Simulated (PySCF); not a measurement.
C4H6NO3S (charge -1).
Numbering: `[H]/[N:1]=[CH:2]\[C@@H:3]1[CH2:4][C@@H:5]1[S:6](=[O:7])(=[O:8])[O-:9]`

NICS is the negative of the GIAO shielding at a point without a nucleus: at the ring centre (0) and 1 Å above and below it (1); zz is the component along the ring normal. Level: GIAO PBE0/pcSseg-1 (PySCF, non-relativistic, gas phase) on the GFN2-xTB geometry, one conformer.

Ring bond lengths (Å), with Mayer bond orders in brackets: C3–C4 1.513 (0.91), C4–C5 1.475 (0.93), C5–C3 1.501 (0.86).

Problem. What do the NICS probes read (ppm)?

Solution. 
| ring | type | NICS(0) | NICS(1), two faces | NICS(1)zz, two faces | rms pucker (Å) | centre to ring atoms, mean (Å) |
| --- | --- | --- | --- | --- | --- | --- |
| C3–C4–C5 | 3-membered carbocycle; formal bonds all single | -40.7 | -9.5 / -7.7 | -25.0 / -22.3 | 0.00 | 0.86 |

Problem. What can be read from them?

Solution. 
- C3–C4–C5: mean NICS(1)zz -23.7 ppm, shielded. C3, C4, C5 have four or more neighbours; no verdict on aromaticity is drawn. A hydrogen on C4, outside the ring, lies only 1.40 Å from a NICS(1) probe, which then mostly feels that atom. NICS(0) lies 32 ppm below the mean NICS(1).

Problem. Give the inner angles of the rings and the Hirshfeld charges of the ring atoms.

Solution. 
- C3–C4–C5: C3 58.6° (-0.060 e), C4 60.3° (-0.102 e), C5 61.1° (-0.076 e); sum 180.0° against 180° for a flat convex ring.

Problem. How shielded are the nuclei of the rings and their hydrogens (means over atoms taken as equivalent)?

Solution. 
```json
{"atoms": "C3", "environment": "three-membered-ring carbon", "σ isotropic (ppm)": "156.6"}
{"atoms": "C4", "environment": "three-membered-ring carbon", "σ isotropic (ppm)": "170.8"}
{"atoms": "C5", "environment": "sp3 carbon bound to sulfur", "σ isotropic (ppm)": "142.3"}
{"atoms": "H on C3", "environment": "methine hydrogen", "σ isotropic (ppm)": "31.01"}
{"atoms": "H on C4", "environment": "methylene hydrogen", "σ isotropic (ppm)": "31.11"}
{"atoms": "H on C4", "environment": "methylene hydrogen", "σ isotropic (ppm)": "30.12"}
{"atoms": "H on C5", "environment": "methine hydrogen", "σ isotropic (ppm)": "29.50"}
```

The values belong to the conformer `[H]/[N:1]=[CH:2]\[C@@H:3]1[CH2:4][C@@H:5]1[S:6](=[O:7])(=[O:8])[O-:9]`: N1–C2–C3–C4 -143°, C4–C5–S6–O7 -9°.
